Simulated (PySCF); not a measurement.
tetrasilane (H10Si4), singlet, geometry from GFN2-xTB. Base run: DF-PBE0/pcseg-1 in PySCF.

Input for PySCF:
```python
from pyscf import gto, scf, dft

mol = gto.Mole()
mol.atom = '''
    Si    2.12583184   -0.97992047    0.95213831
    Si    1.08981859    0.98375056    0.30426897
    Si   -0.75044984    0.70364371   -1.09076116
    Si   -2.44442748   -0.60418660   -0.21378814
    H     3.28463556   -0.80359186    1.82955270
    H     1.19310244   -1.85202856    1.67198931
    H     2.60001803   -1.74488376   -0.20450490
    H     2.07880162    1.89236712   -0.29930356
    H     0.65736030    1.72312849    1.50366285
    H    -0.28813097    0.11273720   -2.35935737
    H    -1.29524875    2.00357968   -1.51659198
    H    -2.96034576   -0.04672178    1.03956982
    H    -3.60309509   -0.77983848   -1.09151795
    H    -1.95792107   -1.95076868    0.10048935
'''
mol.basis = 'pcseg-1'
mol.verbose = 4
mol.build()

mf = dft.RKS(mol)
mf.xc = 'pbe0'
mf = mf.density_fit(auxbasis='def2-universal-jkfit')
mf.kernel()
mf.analyze()
```

All variants below ran on the same shared machine, one core each. Differences are taken from the largest grid of the series, which the next largest meets within 10 µEh (grids.atom_grid = (150, 974): -1163.416023 Eh). The cheapest run took about 2.1 core-seconds (a rough figure).

| setting | grid points | cost, times the cheapest (rough) | difference in total energy (µEh) |
|---|---|---|---|
| grids.level = 0 | 12696 | 1 | 19598 |
| grids.atom_grid = (30, 110) | 34560 | 2 | 545 |
| grids.atom_grid = (50, 194) | 92408 | 4 | 52 |
| grids.level = 2 | 101424 | 4 | -6 |
| base | 174800 | 6 | 0 |
| grids.atom_grid = (99, 590) | 452536 | 10 | 1 |
| grids.level = 7 | 849448 | 30 | 0 |
| grids.atom_grid = (150, 974) | 1132440 | 30 | reference |

Times come from a shared machine, hold the start-up and are rough.
